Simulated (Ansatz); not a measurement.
`[OH][Ge]([OH])([F])[SiH3]`, relaxed with RKS PBE-D4/def2-SVP in Ansatz 0.2.0 from a rough embedded geometry. The force threshold is 0.03 eV/Å; the program also tests the step.

Total charge 0; spin multiplicity 1.

Start:

```xyz
10

O    -0.124    1.252   -1.628
Ge    0.712    0.305   -0.437
O     1.529    1.424    0.662
F     1.889   -0.682   -1.139
Si   -0.790   -0.988    0.727
H    -0.582    0.564   -2.277
H     0.782    1.981    1.105
H    -1.492   -1.892   -0.175
H    -0.115   -1.808    1.775
H    -1.808   -0.156    1.388
```

**Question.** How much energy does the relaxation release, and in how many steps? (Estimate.)

**Answer.** The calculation gave: 56.43 kJ/mol, in 18 steps, 3 of them rejected.

**Question.** Which bonds change most? (Best estimate.)

**Answer.** Computed: Ge2–Si5 from 2.298 to 2.388 Å; Ge2–F4 from 1.689 to 1.770 Å; O1–H6 from 1.050 to 0.977 Å; O1–Ge2 from 1.736 to 1.794 Å.

**Question.** Give the relaxed structure. (Estimate.)

**Answer.** The calculation gave: 
```xyz
10

O    -0.311    1.343   -1.562
Ge    0.457    0.332   -0.295
O     1.211    1.444    0.876
F     1.717   -0.537   -1.183
Si   -0.929   -1.220    0.877
H    -0.068    0.997   -2.443
H     1.547    2.237    0.413
H    -1.465   -2.209   -0.118
H    -0.102   -1.921    1.915
H    -2.057   -0.465    1.519
```
